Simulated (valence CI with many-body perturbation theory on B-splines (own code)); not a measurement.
# Ladder of approximations for La⁷⁺

Computed by valence CI with perturbative core correlation (CI+MBPT): four valence electrons over a frozen Dirac-Fock core [Kr] 4d10, a basis of 8 s, 8 p, 9 d, 9 f, 6 g, 3 h, 2 i functions for each j, with the one-electron correlation potential Σ1, the two-electron term Σ2, the three-electron term Σ3, Breit, model QED; selected CI, second order for the rest, scaled by the run's own slope (own B-spline code, finite nucleus).

No measured spectrum was set against this ion. As an estimate, levels hold to about 250 cm⁻¹ or 0.2 % of their energy and the worst to 1 %, as in measured heavy ions of charge 2 to 7; those with d or f electrons hold less well. Core correlation moves these levels by up to 38000 cm⁻¹, and in measured spectra 5 to 20 % of such shifts remained as error; rates that hang on mixing are uncertain with them.

Each rung adds one term. CI alone is the Dirac-Coulomb CI over the frozen core; QED comes last and gives the full result, which names the levels. Energies are above 5s2.5p2 3P_0 on the same rung, in cm⁻¹. A blank means that the level has no clear partner on that rung.

Names give the largest LS component (configuration and term), which can be under half, so a name can repeat, a term be missing and a line seem to break the LS rules; names also repeat where a configuration has a term twice. Letters in brackets count levels of one name in rising energy.

```csv
Level,CI alone,+ Σ1,+ Σ2,+ Σ3,+ Breit,Full
5s2.5p2 3P_1,18382,19159,19518,19556,19250,19294
5s2.5p2 3P_2,24984,25834,25921,26032,25693,25736
5s2.5p2 1D_2,49275,50920,51151,51309,50666,50747
5s2.5p2 1S_0,69911,71722,71217,71175,70561,70636
4f.5s2.5p 3G_3,133414,127653,115682,115652,114385,114275
4f.5s2.5p 3F_3,137221,131728,119746,119787,118356,118258
4f.5s2.5p 3F_2,138314,132547,120605,120588,119300,119194
4f.5s2.5p 3G_4,138929,133471,121761,121566,120108,120010
5s.5p3 5S°_2,130557,133317,138216,138322,138123,137665
4f.5s2.5p 1F_3,156060,151109,139631,139766,138185,138115
4f.5s2.5p 3F_4,158641,153877,142507,142502,140818,140755
4f.5s2.5p 3G_5,162075,157550,146174,145809,144062,144006
4f.5s2.5p 3D_3,163768,159066,147174,146974,145258,145195
4f.5s2.5p 3D_2,164880,159914,147876,147544,145976,145902
4f.5s2.5p 3D_1,168102,163208,150983,150549,148982,148910
4f.5s2.5p 1G_4,171194,166279,154981,154272,152611,152539
4f.5s2.5p 1D_2,176729,172089,160337,159380,157658,157597
5s.5p3 3D°_1,161290,164261,165979,166099,165903,165467
5s.5p3 3D°_2,163506,166669,169152,169298,168986,168562
5s.5p3 3D°_3,170670,174080,176564,176770,176340,175930
5s.5p3 3P°_0,188905,192494,193640,193652,193260,192847
5s.5p3 3P°_1,191691,195401,196197,196229,195785,195380
5s.5p3 3P°_2 [a],193001,196808,197464,197548,197073,196706
5s.5p3 3P°_2 [b],212404,216748,217334,217476,216786,216496
5s.5p3 3S°_1,225029,228721,219062,218964,218648,218216
5s2.5p.5d 3F°_2,,231354,229754,230108,229343,229070
4f.5s.5p2 5G°_3,,,235069,235036,233961,233457
4f.5s.5p2 5G°_2,,242613,236051,235944,234954,234572
4f.5s.5p2 5D°_4,250016,246416,238854,238673,237382,236812
5s2.5p.5d 3F°_3,,,240979,241207,240299,240152
4f.5s.5p2 3D°_3,256944,253876,247233,247194,245965,245459
```

How does the ionisation energy move along the ladder, and which term matters most?

CI alone 104.93, + Σ1 106.44, + Σ2 105.98, + Σ3 105.95, + Breit 105.87, + QED 105.88 eV. The largest step is Σ1, 1.51 eV. NIST lists 105 ± 2.1 eV (theoretical).
